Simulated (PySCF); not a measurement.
## Ionisation energy along the 27-electron series

Calculated with PySCF 2.14 and a two-component X2C-1e Hamiltonian (Gaussian nucleus, no Breit or QED terms), each ion in its own even-tempered basis scaled to its charge; GMP2 freezes [Ne] and drops the highest virtual spinors. Values in eV. NIST values: (m) measured, (s) semi-empirical, (t) theoretical.

| ion | configuration | GHF (spin-free) | GMP2 (spin-free) | GHF (screened spin-orbit) | GMP2 (screened spin-orbit) | NIST |
| --- | --- | --- | --- | --- | --- | --- |
| Ba²⁹⁺ | [Ar] 3d9 | 1782.5 | 1784.0 | 1776.9 | 1778.3 | 1776 ± 4 (t) |
| Ce³¹⁺ | [Ar] 3d9 | 2001.7 | 2003.1 | 1994.8 | 1996.2 | 1994 ± 4 (t) |

(1) Fill in the row of La³⁰⁺.

Answers

(1) configuration: [Ar] 3d9; GHF (spin-free): 1890.6; GMP2 (spin-free): 1892.0; GHF (screened spin-orbit): 1884.4; GMP2 (screened spin-orbit): 1885.8; NIST: 1884 ± 4 (t).
